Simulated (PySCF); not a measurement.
C₄H₉FSi, SMILES [SiH2](/C=C\F)CC. Geometry optimised at PBE-D3(BJ)/def2-SVP. The structure was generated by enumeration; whether it is a known compound was not checked. Other conformers were not sampled.

Computed equilibrium geometry at PBE-D3(BJ)/def2-SVP (PySCF confirms it by a frequency run) as Cartesian coordinates in Å (one conformer of several):
```xyz
15

C     -3.2131     0.0728    -0.1293
C     -1.8834    -0.5093    -0.6264
Si    -0.3501     0.2287     0.2114
C      1.1986    -0.5764    -0.4948
C      2.4444    -0.2618    -0.1108
F      2.6867     0.6732     0.8290
H     -3.2685     1.1680    -0.3004
H     -4.0833    -0.3848    -0.6439
H     -3.3499    -0.0936     0.9594
H     -1.7737    -0.3568    -1.7229
H     -1.8545    -1.6105    -0.4707
H     -0.4217     0.0038     1.7010
H     -0.3109     1.7196    -0.0122
H      1.1214    -1.3563    -1.2710
H      3.3832    -0.7021    -0.4920
```
Charge 0, spin multiplicity 1.
